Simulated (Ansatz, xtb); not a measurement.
# Ranking isomers of C4H5BrSi

3 gas-phase structures of C4H5BrSi, from a drawn sample of its isomers (lower ones may exist). Each was relaxed with GFN2-xTB:

A. `BrC1=CC=C[SiH2]1`, a singlet
B. `Br[SiH]1C=CC=C1`, a singlet
C. `BrC1=C[SiH2]C=C1`, a singlet

Task: Estimate their order in r2SCAN-D4/def2-SVP energy at these geometries, lowest first.

Result: Calculated order at r2SCAN-D4/def2-SVP: B (0.0), C (32.0), A (33.9) kcal/mol.

Energies above the lowest of each column, in kcal/mol; the last columns are at B3LYP-D3(BJ)/def2-SVP geometries:

```json
{"structure": "B", "GFN2-xTB": "0.0", "HF/STO-3G": "0.0", "r2SCAN-D4/def2-SVP": "0.0", "B3LYP-D3(BJ)/def2-SVP": "0.0", "CCSD(T)/def2-SVP + ΔMP2/def2-TZVPP": "0.0"}
{"structure": "C", "GFN2-xTB": "25.1", "HF/STO-3G": "28.0", "r2SCAN-D4/def2-SVP": "32.0", "B3LYP-D3(BJ)/def2-SVP": "31.4", "CCSD(T)/def2-SVP + ΔMP2/def2-TZVPP": "31.9"}
{"structure": "A", "GFN2-xTB": "26.3", "HF/STO-3G": "28.5", "r2SCAN-D4/def2-SVP": "33.9", "B3LYP-D3(BJ)/def2-SVP": "32.9", "CCSD(T)/def2-SVP + ΔMP2/def2-TZVPP": "34.0"}
```

Every level run on B puts it lowest or level with the lowest. ΔMP2 is the change of the MP2 energy from the smaller to the larger basis.

Programs: Ansatz 0.2.0, xtb 6.7.1.
